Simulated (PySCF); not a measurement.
Electron correlation in O(2+) (oxygen, charge +2)

[He] 2s2 2p2, high-spin 3P determinant. All numbers are calculated (PySCF 2.14, scalar relativity by spin-free X2C-1e, in aug-cc-pVDZ-DK). Frozen: 1s2; 4 electrons correlated.

MP2 pair energies summed by pair of shells (mhartree):

```csv
pair,energy,share (%)
2s-2p,-32.69,58.0
2s-2s,-18.88,33.5
2p-2p,-4.75,8.4
```

Total MP2 correlation energy: -56.32 mhartree.

Same-spin part -7.94 and opposite-spin part -48.38 mhartree; SCS-MP2 scales them by 1/3 and 6/5 to -60.70 mhartree.

```json
{"level": "CCSD", "correlation energy (mhartree)": "-78.97"}
{"level": "(T)", "correlation energy (mhartree)": "-0.66"}
{"level": "CCSD(T)", "correlation energy (mhartree)": "-79.63"}
```

Diagnostics: T1 = 0.0047, D1 = 0.0094, largest double amplitude 0.124.

Q: Is a single reference adequate?

A: Mostly. T1 lies below 0.03, but a double amplitude of this size points to a near-degeneracy that CCSD handles and MP2 describes poorly.
